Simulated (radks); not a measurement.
All-electron atom: the magnesium ion Mg5+ in [He] 2s2 2p3 (the NIST ground configuration).

Method: Dirac Kohn-Sham, PBE, spin-unpolarised, spherical densities, finite nucleus; open shells are shared between the two j in proportion to 2j + 1; Fermi nuclear charge, rms radius 3.057 fm; computed with a radial shooting solver on a logarithmic mesh with Libxc functionals.

Energy parts (hartree):
total: -186.94725
kinetic: 187.38190
electron-nucleus: -416.33241
Hartree: 54.82984
exchange-correlation: -12.82658

Orbitals (lengths in bohr, moments of r in powers of bohr; r(max) is where P^2 peaks):
orbital  occ.  eigenvalue (hartree)   r(max)     <r>     <r^4>  small-component weight
1s1/2       2             -51.65997  0.08503  0.1303  0.001355                1.80e-03
2s1/2       2              -7.16129   0.5174  0.6274    0.3807                2.87e-04
2p1/2       1              -6.04982   0.4355  0.5744    0.3394                2.70e-04
2p3/2       2              -6.03520   0.4367  0.5758    0.3423                2.69e-04

The highest occupied level is 2p3/2 at -164.23 eV. The electron density at the nucleus is 1177 e/bohr^3. The density falls to 0.001 e/bohr^3 at r = 1.77 bohr. Summed over all electrons, <r^2> = 2.201 bohr^2, which gives a Langevin (diamagnetic) susceptibility term of -1.74 x 10^-6 cm^3/mol. For comparison, the ionisation energy in NIST's Atomic Spectra Database is 186.8 eV (semi-empirical). In exact Kohn-Sham theory the highest level is minus the ionisation energy, but local and semilocal functionals leave it too shallow, through self-interaction and a potential that decays too fast; potentials with the right tail come closer.

Beside tabulated values, note that spin-unpolarised runs miss the spin-polarisation part of the exchange energy of open shells.
